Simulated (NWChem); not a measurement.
System meant: C$_{2}$H$_{4}$BNO$_{2}$; SMILES OB1C=NCO1

NWChem input:

```
start job
memory heap 200 mb stack 900 mb global 1100 mb
geometry units angstroms noautoz
  O      0.174246    -2.137485     0.000000
  B      0.090874    -0.780261     0.000000
  C      1.231275     0.307680     0.000000
  N      0.690858     1.488408     0.000000
  C     -0.741150     1.320798     0.000000
  O     -1.094227    -0.068000     0.000000
  H     -0.706591    -2.555858     0.000000
  H      2.333763     0.222706     0.000000
  H     -1.177047     1.812968    -0.898501
  H     -1.177047     1.812968     0.898501
end
basis spherical
  * library def2-svp
end
dft
  odft
  mult 2
  xc b3lyp
  iterations 150
  mulliken
end
task dft energy
```

End of the output:

```
 Summary of "ao basis" -> "ao basis" (spherical)
 ------------------------------------------------------------------------------
       Tag                 Description            Shells   Functions and Types
 ---------------- ------------------------------  ------  ---------------------
 O                          def2-svp                 6       14   3s2p1d
 B                          def2-svp                 6       14   3s2p1d
 C                          def2-svp                 6       14   3s2p1d
 N                          def2-svp                 6       14   3s2p1d
 H                          def2-svp                 3        5   2s1p

 Summary of "ao basis" -> "ao basis" (spherical)
 ------------------------------------------------------------------------------
       Tag                 Description            Shells   Functions and Types
 ---------------- ------------------------------  ------  ---------------------
 O                          def2-svp                 6       14   3s2p1d
 B                          def2-svp                 6       14   3s2p1d
 C                          def2-svp                 6       14   3s2p1d
 N                          def2-svp                 6       14   3s2p1d
 H                          def2-svp                 3        5   2s1p

      Symmetry analysis of basis
      --------------------------

        a'         73
        a"         31

  number of electrons :                   44
  multiplicity        :                    2
 ------------------------------------------------------------------------
  no. of electrons and multiplicity not compatible                  44
 ------------------------------------------------------------------------
 ------------------------------------------------------------------------
  current input line :
    25: task dft energy
 ------------------------------------------------------------------------
 ------------------------------------------------------------------------
 There is an error in the input file
 ------------------------------------------------------------------------
 For more information see the NWChem manual at https://nwchemgit.github.io

0: no. of electrons and multiplicity not compatible:Received an Error in Communication
```

Task: What is wrong, and how is it mended?

Result: The program refused the input. Cause: the multiplicity doesn't fit the number of electrons (an even count wants an odd multiplicity, and the reverse). This input runs:
```
start job
memory heap 200 mb stack 900 mb global 1100 mb
geometry units angstroms noautoz
  O      0.174246    -2.137485     0.000000
  B      0.090874    -0.780261     0.000000
  C      1.231275     0.307680     0.000000
  N      0.690858     1.488408     0.000000
  C     -0.741150     1.320798     0.000000
  O     -1.094227    -0.068000     0.000000
  H     -0.706591    -2.555858     0.000000
  H      2.333763     0.222706     0.000000
  H     -1.177047     1.812968    -0.898501
  H     -1.177047     1.812968     0.898501
end
basis spherical
  O library def2-svp
  B library def2-svp
  C library def2-svp
  N library def2-svp
  H library def2-svp
end
dft
  xc b3lyp
  iterations 150
  mulliken
end
task dft energy
```
It converges to -308.52637 Ha (B3LYP/def2-SVP).
